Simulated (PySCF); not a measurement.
SMILES CCCC(C)C, singlet (GFN2-xTB optimised geometry):

```
20

C     -2.138    -2.059    -2.327
C     -1.701    -1.163    -1.174
C     -0.195    -0.908    -1.204
C      0.325    -0.115     0.000
C      1.854    -0.115     0.000
C     -0.191     1.321     0.000
H     -1.640    -3.024    -2.272
H     -1.889    -1.600    -3.281
H     -3.213    -2.225    -2.297
H     -1.967    -1.637    -0.226
H     -2.240    -0.216    -1.236
H      0.062    -0.375    -2.122
H      0.317    -1.874    -1.231
H     -0.021    -0.610     0.915
H      2.240    -1.132     0.035
H      2.231     0.364    -0.901
H      2.237     0.426     0.862
H      0.230     1.874     0.837
H      0.094     1.826    -0.921
H     -1.274     1.350     0.089
```

Method: PBE0/def2-SVP in PySCF 2.14.0.

**Question.** What are the frontier orbital energies and the dipole moment?

**Answer.** HOMO-2 -8.94 eV, HOMO-1 -8.83 eV, HOMO -8.61 eV, LUMO 1.82 eV, LUMO+1 2.37 eV; dipole moment 0.09 D.

Meta-Löwdin charges at PBE0/def2-SVP: C1 -0.30, C2 -0.16, C3 -0.17, C4 -0.04, C5 -0.30, C6 -0.30, H7 0.09, H8 0.09, H9 0.10, H10 0.09, H11 0.09, H12 0.08, H13 0.08, H14 0.08, H15 0.09, H16 0.09, H17 0.09, H18 0.10, H19 0.09, H20 0.10.
